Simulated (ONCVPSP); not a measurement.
# Transferability test, ONCV potential for Zr (Z = 40)

ONCVPSP 4.0.1 input, shortened (lines: element, Z, core and valence counts, functional; n l f; lmax; l rc ep ncon nbas qcut; lloc lpopt rc5 dvloc0; l nproj debl; icmod fcfact rcfact), BLYP, fully relativistic:

```
  Zr 40.00    6    4  -106131      upf
    1    0    2.00
    2    0    2.00
    2    1    6.00
    3    0    2.00
    3    1    6.00
    3    2   10.00
    4    0    2.00
    4    1    6.00
    4    2    2.00
    5    0    2.00
    2
    0    2.20    0.00    4    9    4.20
    1    1.55    0.00    3    6    6.10
    2    2.35    0.00    3    7    7.70
    4    5    1.25    6.00
    0    3    3.90
    1    2    0.60
    2    3    3.40
    3    4.00    1.10
```

Open shells are filled in proportion to 2j + 1.

In the p channel the program set the typed energies aside and used -1.163, 0.250 Ha (j = l + 1/2; the other j can differ).

Energies are relative to the spin-unpolarised reference configuration 4s2 4p6 4d2 5s2; without spin polarisation the order of configurations can differ from experiment.

| valence configuration | charge | ΔE all-electron (eV) | error AE − PS (meV) |
| --- | --- | --- | --- |
| 4s2 4p6 4d2 5s1 | +1 | 7.061 | -1.2 |
| 4s2 4p6 4d2 5s0 | +2 | 20.105 | -8.4 |
| 4s2 4p6 4d1 5s0 | +3 | 42.666 | +1.3 |

**Question.** What are ΔE and the potential's error for 4s2 4p6 4d3 5s0?

**Answer.** ΔE = 7.587 eV all-electron; the error (AE − PS) is -9.4 meV.
